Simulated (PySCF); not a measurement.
1-bromo-3-fluoropropa-1,2-diene (C₃H₂BrF), SMILES FC=C=CBr. Atoms are numbered in the order given.

```xyz
7

F     -3.1895     0.3765    -0.9488
C     -2.4293    -0.4361    -0.1930
C     -1.1287    -0.5857    -0.3640
C      0.1646    -0.7674    -0.4864
Br     1.4700     0.2814     0.4386
H     -3.0125    -0.9701     0.5786
H      0.6280    -1.5323    -1.1306
```

The structure is a stationary point at PBE-D3(BJ)/def2-SVP.

Computed with PBE-D3(BJ)/def2-SVP in PySCF 2.14.0.

Frequencies are harmonic and unscaled.

```tsv
mode	ν (cm⁻¹)	IR (km/mol)	moving atoms (share of kinetic energy)
1	98	0.0	F 43 %, C 34 %, Br 22 %
2	177	3.2	C 63 %, H 20 %, F 15 %
3	294	1.8	C 59 %, F 21 %, H 11 %, Br 9 %
4	402	7.8	C 74 %, Br 13 %, H 10 %
5	599	17.4	C 69 %, F 26 %
6	650	82.4	C 83 %, H 9 %
7	748	17.2	H 62 %, C 37 %
8	830	18.7	H 77 %, C 23 %
9	1016	101.5	C 64 %, F 18 %, H 18 %
10	1137	112.1	H 73 %, C 17 %, F 10 %
11	1218	21.9	H 73 %, C 17 %, F 9 %
12	1383	60.1	C 70 %, H 27 %
13	2016	215.8	C 98 %
14	3097	4.1	H 92 %, C 8 %
15	3118	1.5	H 91 %, C 9 %
```
